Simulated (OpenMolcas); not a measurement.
Ni6+.

| Item | Value |
| --- | --- |
| Program | OpenMolcas 26.06 |
| Method | CASSCF |
| Basis | ANO-R2 [6s5p4d2f1g] |
| Scalar Hamiltonian | X2C, finite nucleus |
| Active space | 4 electrons in 5 orbitals (3d) |
| State averaging | 2S+1 = 5 even, 5 roots; 2S+1 = 3 even, 45 roots (30 in the spin-orbit step); 2S+1 = 1 even, 50 roots (13 in the spin-orbit step) |
| Spin-orbit coupling | state interaction with AMFI integrals over the reference wave functions, term energies averaged over their components |

Levels without dynamic correlation, in cm⁻¹ above 3d⁴ ⁵D₀:

```
  Level      E
3d⁴ ³H₄  34103
3d⁴ ³P₀  36005
3d⁴ ³F₃  39318
```

On this reference, SS-CASPT2, IPEA 0.25 Eh, imaginary shift 0.1 Eh (closed shells correlated: 3s 3p) puts 3d⁴ ³H₄ at 32760 cm⁻¹.

Q: Estimate the other levels at that method by one scale factor, and say how well it serves.

A: The factor is 32760 / 34103 = 0.961. Scaled values beside those that SS-CASPT2 gives and measured ones (Corliss and Sugar, J. Phys. Chem. Ref. Data 10, 197 (1981)):
```json
{"Level": "3d⁴ ³P₀", "Scaled": "34601", "SS-CASPT2": "31300", "Miss (%)": "+10.5", "Measured": "30077"}
{"Level": "3d⁴ ³F₃", "Scaled": "37785", "SS-CASPT2": "35310", "Miss (%)": "+7.0", "Measured": "34317"}
```
For these levels the scaled values miss SS-CASPT2 by up to 10.5 %, as correlation changes each term by its own factor, spin-orbit parts do not scale and CASPT2 has its own spread within terms. This holds within one configuration; levels of others move differently, and the target method has errors of its own against measurement.

CASPT2 breaks the degeneracy within a term, and the mean is taken; among the terms shown or strongly mixed into the levels shown the widest spread is 160 cm-1 (3d⁴ ³F, SS-CASPT2). Some high roots are left out of the spin-orbit mixing, which shifts the levels that they would mix with. Without dynamic correlation excited terms often stand tens of per cent too high (terms of higher spin than the ground term too low), and those without a measured partner can miss by more than the paired ones (holds for CASSCF). Computed and measured levels are paired by configuration, term and J; levels that our copy of the source lacks, or whose pairing is in doubt (as where it misses far off the trend of its configuration), stay unpaired and out of the deviations. Only configurations of the active space appear.
